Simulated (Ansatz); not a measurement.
H$_{5}$N$_{2}$NbO$_{2}$, SMILES `[NH]=[Nb]([NH2])([OH])[OH]`, charge 0, multiplicity 1.

Q: Give a relaxed structure at PBE0-D4/def2-TZVP (Ansatz 0.2.0). (Estimate.)

A: Ansatz gave: 
Cartesian coordinates in Å:
```
N 0.808 -1.279 0.741
Nb 0.210 0.169 -0.035
N -1.723 -0.171 -0.262
O 1.049 0.450 -1.730
O 0.502 1.715 1.051
H 1.224 -2.081 1.187
H -2.356 0.493 -0.688
H -2.220 -1.001 0.018
H 1.663 -0.095 -2.222
H 0.844 1.799 1.940
```
Point group Cs.
This is one stationary point; other conformers may exist.
